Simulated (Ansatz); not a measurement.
Cost and result for the atomization energy of CH5FSi2 (9 atoms, 8 bonds).

```xyz
9

F     0.711   -2.023    1.439
Si   -0.357   -2.041    0.220
C     0.223   -0.505   -0.698
Si   -0.301    1.068    0.193
H    -1.693    0.924    0.708
H    -0.219   -0.495   -1.701
H     1.315   -0.489   -0.784
H     0.596    1.323    1.347
H    -0.274    2.237   -0.724
```

The species carries charge 0 and has multiplicity 1. The bonds changed during the relaxation, so this is another structure than the one it started from. The structure was optimised at the PBE0-D4/def2-TZVP level. Program: Ansatz. All runs use 2 threads of an INTEL XEON PLATINUM 8581C on a shared host. Times are those of one run each, without the atoms' runs, and a repeat can differ threefold. Electronic energies, without spin–orbit coupling; frozen cores. CCSD(T)/CBS adds CCSD(T) − MP2 in def2-TZVPP to the MP2 limit, and its time is that of the two runs behind it. T1 = 0.014; the RHF reference is unstable towards UHF. B3LYP takes the VWN-RPA correlation (the form of Gaussian; ORCA's B3LYP/G).

CCSD(T)/CBS is a level of theory with its own doubt, some kJ/mol a heavy atom from the limit and from the frozen cores, so smaller differences don't rank the functionals.

| level | functions | wall time | atomization (kJ/mol) | difference from CCSD(T)/CBS | per bond |
| --- | --- | --- | --- | --- | --- |
| LDA (SPW92)/def2-TZVPP | 216 | 0.95 s | 3474.1 | 371.4 | 46.4 |
| BLYP-D4/def2-TZVPP | 216 | 1.5 s | 3077.8 | -24.9 | -3.1 |
| CCSD(T)/def2-SVP | 89 | 1.9 s | 2890.9 | -211.8 | -26.5 |
| PBE0-D4/def2-TZVPP | 216 | 1.9 s | 3067.5 | -35.2 | -4.4 |
| CAM-B3LYP-D4/def2-TZVPP | 216 | 2.2 s | 3106.2 | 3.5 | 0.4 |
| r2SCAN-D4/def2-TZVPP (with forces) | 216 | 3 s | 3089.0 | -13.7 | -1.7 |
| B3LYP-D4/def2-TZVPP (with forces) | 216 | 3.2 s | 3090.7 | -12.0 | -1.5 |
| B2PLYP/def2-TZVPP | 216 | 3.6 s | 3056.7 | -46.0 | -5.8 |
| ωB97X-V/def2-TZVPP | 216 | 4.7 s | 3111.5 | 8.8 | 1.1 |
| ωB97M-V/def2-TZVPP (with forces) | 216 | 6.5 s | 3112.8 | 10.1 | 1.3 |
| MP2/def2-QZVPP | 404 | 16 s | 3097.0 | -5.7 | -0.7 |
| CCSD(T)/def2-TZVPP | 216 | 40 s | 3019.7 | -83.0 | -10.4 |
| CCSD(T)/CBS(def2) | – | 55 s | 3102.7 | 0.0 | 0.0 |

At CCSD(T), def2-SVP lies −211.8 kJ/mol from the extrapolated value and def2-TZVPP −83.0 kJ/mol: correlation converges slowly with the basis, and small sets miss more of it in the bonded molecule than in its fragments. The D4 term adds +31.9 kJ/mol with B3LYP and +16.5 kJ/mol with PBE0; it sums over pairs of atoms, weighted by their polarisabilities, and B3LYP, whose exchange is more repulsive, gets the larger term. From BLYP to BHLYP (50 % exact exchange), in def2-TZVPP and without D4, the atomization energy moves by −34.7 kJ/mol: exact exchange takes away binding that semilocal exchange gives to molecules.
